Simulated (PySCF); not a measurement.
H₈NSi₂ (SMILES [SiH3][NH2+][SiH3]), charge +1, singlet, at a GFN2-xTB geometry; PBE/6-31G, TDA run with PySCF.

PySCF was given this input:
```python
from pyscf import gto, scf, dft, tdscf

mol = gto.Mole()
mol.atom = '''
    Si    1.54600793    0.58315115   -0.00244851
    N     0.16715529   -0.70340278   -0.13194739
    Si   -1.63974379   -0.18870319    0.07644079
    H     2.73344181   -0.23216608   -0.22135926
    H     1.19062998    1.49389212   -1.07974158
    H     1.35210232    1.07602060    1.35246230
    H     0.36178478   -1.43715591    0.54863549
    H     0.25653425   -1.16477986   -1.03671804
    H    -1.79113420    0.77146055   -1.00590366
    H    -1.62966186    0.35358903    1.42630022
    H    -2.33148210   -1.45931241   -0.09593572
'''
mol.basis = '6-31g'
mol.charge = 1
mol.verbose = 4
mol.build()

mf = dft.RKS(mol)
mf.xc = 'pbe'
mf.kernel()
td = mf.TDA()
td.nstates = 5
td.kernel()
td.analyze()
```

The log (banner, timings and long lists left out):

```
PySCF version 2.14.0

[INPUT] verbose = 4
[INPUT] num. atoms = 11
[INPUT] num. electrons = 42
[INPUT] charge = 1
[INPUT] spin (= nelec alpha-beta = 2S) = 0
[INPUT] symmetry False subgroup None
[INPUT] Mole.unit = angstrom
[INPUT] Symbol           X                Y                Z      unit          X                Y                Z       unit  Magmom
[INPUT]  1 Si     1.546007930000   0.583151150000  -0.002448510000 AA    2.921531574106   1.101995962725  -0.004627013313 Bohr   0.0
[INPUT]  2 N      0.167155290000  -0.703402780000  -0.131947390000 AA    0.315877718372  -1.329238609458  -0.249344429951 Bohr   0.0
[INPUT]  3 Si    -1.639743790000  -0.188703190000   0.076440790000 AA   -3.098666677556  -0.356597347932   0.144452157845 Bohr   0.0
[INPUT]  4 H      2.733441810000  -0.232166080000  -0.221359260000 AA    5.165456398335  -0.438730306614  -0.418308376536 Bohr   0.0
[INPUT]  5 H      1.190629980000   1.493892120000  -1.079741580000 AA    2.249964577896   2.823046966446  -2.040415871505 Bohr   0.0
[INPUT]  6 H      1.352102320000   1.076020600000   1.352462300000 AA    2.555103077189   2.033384238390   2.555783340799 Bohr   0.0
[INPUT]  7 H      0.361784780000  -1.437155910000   0.548635490000 AA    0.683674150236  -2.715831068200   1.036770818317 Bohr   0.0
[INPUT]  8 H      0.256534250000  -1.164779860000  -1.036718040000 AA    0.484779474071  -2.201114930809  -1.959113163996 Bohr   0.0
[INPUT]  9 H     -1.791134200000   0.771460550000  -1.005903660000 AA   -3.384753090342   1.457849155406  -1.900882425098 Bohr   0.0
[INPUT] 10 H     -1.629661860000   0.353589030000   1.426300220000 AA   -3.079614591049   0.668186427351   2.695316787207 Bohr   0.0
[INPUT] 11 H     -2.331482100000  -1.459312410000  -0.095935720000 AA   -4.405862633326  -2.757700785079  -0.181292236363 Bohr   0.0

nuclear repulsion = 161.935425650972
number of shells = 35
number of NR pGTOs = 146
number of NR cGTOs = 51
basis = 6-31g
ecp = {}

******** <class 'pyscf.dft.rks.RKS'> ********
method = RKS
initial guess = minao
damping factor = 0
level_shift factor = 0
DIIS = <class 'pyscf.scf.diis.CDIIS'>
diis_start_cycle = 1
diis_space = 8
diis_damp = 0
SCF conv_tol = 1e-09
SCF conv_tol_grad = None
SCF max_cycles = 50
direct_scf = True
direct_scf_tol = 1e-13
XC library pyscf.dft.libxc version 7.1.2
    S. Lehtola, C. Steigemann, M. J. T. Oliveira, and M. A. L. Marques,  SoftwareX 7, 1–5 (2018)
XC functionals = pbe
    J. P. Perdew, K. Burke, and M. Ernzerhof,  Phys. Rev. Lett. 77, 3865 (1996)
    J. P. Perdew, K. Burke, and M. Ernzerhof,  Phys. Rev. Lett. 78, 1396 (1997)
    J. P. Perdew, K. Burke, and M. Ernzerhof,  Phys. Rev. Lett. 77, 3865 (1996)
    J. P. Perdew, K. Burke, and M. Ernzerhof,  Phys. Rev. Lett. 78, 1396 (1997)
radial grids:
    Treutler-Ahlrichs [JCP 102, 346 (1995); DOI:10.1063/1.469408] (M4) radial grids

becke partition: Becke, JCP 88, 2547 (1988); DOI:10.1063/1.454033
pruning grids: <function nwchem_prune>
grids dens level: 3
symmetrized grids: False
atomic radii adjust function: <function treutler_atomic_radii_adjust>
small_rho_cutoff = 0
Set gradient conv threshold to 3.16228e-05
Initial guess from minao.
tot grids = 130728
init E= -637.968149802871
  HOMO = -0.346542513604956  LUMO = -0.0717354879732277  gap/eV = 7.47788
cycle= 1 E= -637.790952514808  delta_E= 0.177  |g|= 0.267  |ddm|= 2.66
  HOMO = -0.506365480821241  LUMO = -0.241755081942841  gap/eV = 7.20042
cycle= 2 E= -637.780946999155  delta_E= 0.01  |g|= 0.356  |ddm|= 0.593
  HOMO = -0.504508675488834  LUMO = -0.241721989618473  gap/eV = 7.15079
cycle= 3 E= -637.809576078303  delta_E= -0.0286  |g|= 0.0882  |ddm|= 0.322
  HOMO = -0.501477728478877  LUMO = -0.235011450405558  gap/eV = 7.25092
cycle= 4 E= -637.811718095341  delta_E= -0.00214  |g|= 0.00793  |ddm|= 0.107
  HOMO = -0.502397535131345  LUMO = -0.235548584528489  gap/eV = 7.26133
cycle= 5 E= -637.811744926342  delta_E= -2.68e-05  |g|= 0.00081  |ddm|= 0.0152
  HOMO = -0.502320587034332  LUMO = -0.235498973015399  gap/eV = 7.26059
cycle= 6 E= -637.811745248569  delta_E= -3.22e-07  |g|= 0.00019  |ddm|= 0.00207
  HOMO = -0.502300329104338  LUMO = -0.23550643356907  gap/eV = 7.25983
cycle= 7 E= -637.811745266824  delta_E= -1.83e-08  |g|= 2.87e-05  |ddm|= 0.000448
  HOMO = -0.502305812479176  LUMO = -0.235508047750776  gap/eV = 7.25994
cycle= 8 E= -637.811745267152  delta_E= -3.28e-10  |g|= 2.78e-06  |ddm|= 4.77e-05
  HOMO = -0.502305798522367  LUMO = -0.235508283256666  gap/eV = 7.25993
Extra cycle  E= -637.811745267148  delta_E= 4.09e-12  |g|= 5.34e-06  |ddm|= 7.88e-06
converged SCF energy = -637.811745267148

******** <class 'pyscf.tdscf.rks.TDA'> for <class 'pyscf.dft.rks.RKS'> ********
nstates = 5 singlet
deg_eia_thresh = 1.000e-03
wfnsym = None
conv_tol = 1e-05
eigh lindep = 1e-12
eigh level_shift = 0
eigh max_cycle = 100

Excitation energies (eV)
[7.38329183 7.5791082  7.63006226 7.70387927 9.07579382]

** Singlet excitation energies and oscillator strengths **
Excited State   1:      7.38329 eV    167.93 nm  f=0.0141
      21 -> 22       -0.70372
Excited State   2:      7.57911 eV    163.59 nm  f=0.0000
      19 -> 22       -0.70505
Excited State   3:      7.63006 eV    162.49 nm  f=0.0001
      20 -> 22       -0.70270
Excited State   4:      7.70388 eV    160.94 nm  f=0.0060
      18 -> 22        0.70200
Excited State   5:      9.07579 eV    136.61 nm  f=0.1796
      17 -> 22        0.56411
      20 -> 23        0.41108

** Transition electric dipole moments (AU) **
state          X           Y           Z        Dip. S.      Osc.
  1        -0.2708     -0.0656      0.0067      0.0777      0.0141
  2        -0.0000     -0.0000      0.0000      0.0000      0.0000
  3         0.0039     -0.0163     -0.0030      0.0003      0.0001
  4        -0.0117      0.0302     -0.1756      0.0319      0.0060
  5        -0.8732     -0.2116      0.0216      0.8077      0.1796

** Transition velocity dipole moments (imaginary part, AU) **
state          X           Y           Z        Dip. S.      Osc.
  1        -0.0644     -0.0156      0.0016      0.0044      0.0108
  2         0.0000     -0.0000      0.0000      0.0000      0.0000
  3         0.0048     -0.0202     -0.0038      0.0004      0.0011
  4        -0.0013      0.0033     -0.0194      0.0004      0.0009
  5        -0.2644     -0.0641      0.0065      0.0740      0.1480

** Transition magnetic dipole moments (imaginary part, AU) **
state          X           Y           Z
  1         0.1054     -0.2728      1.5879
  2         0.3144     -1.3231     -0.2483
  3        -0.0002      0.0002     -0.0000
  4         0.6547      0.1584     -0.0162
  5         0.0486     -0.1258      0.7317
```
